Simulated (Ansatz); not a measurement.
Start from `ClB(Cl)Br` and change one atom or group to get `ClB(Cl)I`.

Ansatz, PBE0-D4/def2-TZVP geometries, multiplicity 1. 

Elements past krypton have def2 core potentials. Scalar relativity is left out up to krypton.

```
                                      property  `ClB(Cl)Br`
         HOMO–LUMO gap (B3LYP/def2-TZVPP) / eV         6.38
zero-point energy (PBE0-D4/def2-TZVP) / kJ/mol         18.8
           LUMO energy (B3LYP/def2-TZVPP) / eV        -1.98
          HOMO–LUMO gap (PBE0/def2-TZVPP) / eV         6.83
         LUMO energy (ωB97M-V/def2-TZVPP) / eV         0.28
             LUMO energy (PBE/def2-TZVPP) / eV        -2.72
```

**Question.** Give the same properties after the change, and the shifts. (An estimate is asked.)

**Answer.** Ansatz gave: 
```csv
property,`ClB(Cl)I`,shift
HOMO–LUMO gap (B3LYP/def2-TZVPP) / eV,5.49,-0.89
zero-point energy (PBE0-D4/def2-TZVP) / kJ/mol,17.9,-0.9
LUMO energy (B3LYP/def2-TZVPP) / eV,-2.13,-0.15
HOMO–LUMO gap (PBE0/def2-TZVPP) / eV,5.90,-0.93
LUMO energy (ωB97M-V/def2-TZVPP) / eV,0.08,-0.20
LUMO energy (PBE/def2-TZVPP) / eV,-2.84,-0.12
```

With PBE0 the HOMO rises by 0.77 eV and the LUMO falls by 0.16 eV, so the gap narrows by about 0.93 eV. PBE moves the HOMO by 0.61 eV and ωB97M-V by 0.85 eV.

B3LYP here is the variant with VWN-RPA as its local correlation; programs differ in this.

Spin–orbit coupling is left out; it splits and shifts lone-pair levels of the heavy atoms by tenths of an eV.
